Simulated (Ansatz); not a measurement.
`BC(=C)[O][GeH3]`. Total charge 0; spin multiplicity 1. All single points use the PBE0-D4/def2-TZVP geometry. It is one conformer, not always the lowest.

```xyz
12

B     0.432   -0.163    1.434
C    -0.625    0.252    0.398
C    -1.803    0.726    0.847
O    -0.444    0.172   -0.947
Ge    1.060   -0.435   -1.712
H     1.504   -0.589    1.110
H     0.173   -0.055    2.594
H    -1.976    0.801    1.912
H    -2.591    1.038    0.169
H     2.241    0.462   -1.311
H     1.300   -1.893   -1.292
H     0.730   -0.315   -3.203
```

**Question.** What is the dipole moment at ωB97M-V/def2-TZVPP? (Estimate.)

**Answer.** The calculation gave: 0.64 D, with components (0.49, -0.20, -0.36) D in this frame, pointing from negative to positive charge.

**Question.** And with PBE, r2SCAN, B3LYP? (An estimate is asked.)

**Answer.** Computed: PBE 0.63 D, r2SCAN 0.61 D, B3LYP 0.61 D.

**Question.** Give the Mulliken charges with ωB97M-V, B3LYP, PBE in def2-TZVPP. (An estimate is asked.)

**Answer.** Computed: 
```csv
atom,ωB97M-V,B3LYP,PBE
B1,-0.23,-0.17,-0.17
C2,0.19,0.19,0.18
C3,-0.20,-0.21,-0.18
O4,-0.39,-0.38,-0.31
Ge5,0.19,0.28,0.24
H6,0.07,0.03,0.02
H7,0.07,0.03,0.01
H8,0.12,0.12,0.11
H9,0.11,0.11,0.09
H10,0.02,0.00,0.00
H11,0.02,0.00,0.00
H12,0.03,0.00,0.00
```

B3LYP here is the variant with VWN-RPA as its local correlation; programs differ in this.
